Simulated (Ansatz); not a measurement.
A structure relaxed at r2SCAN-D4/def2-TZVP in Ansatz, charge 1, singlet:

```csv
atom,x (Å),y (Å),z (Å)
As1,-0.028,-0.013,0.079
As2,-1.005,-0.379,1.963
Sb3,1.033,0.392,-2.041
```

(1) Give its formula and point group.

(2) Summarise the bond lengths by kind (pairs closer than 1.2 times the sum of covalent radii, bridged metal pairs left out).

Results:

(1) the cluster SbAs2⁺. Point group C∞v (tolerance 0.1 Å).

(2) 1 × As–As 2.15 Å; 1 × As–Sb 2.41 Å.

In the def2 sets Sb takes a core potential; there is no spin–orbit coupling. The restricted singlet is unstable towards broken spin symmetry in Hartree–Fock (as tested in another run); at r2SCAN-D4/def2-TZVP this wasn't settled. An occupied level of the charge 1 singlet lies above an empty one (by up to 0.27 eV), so this SCF solution is probably not the lowest. Another isomer (singlet) lies 2.61 eV lower at PBE0-D4/def2-TZVP; other spin states weren't run for this one.
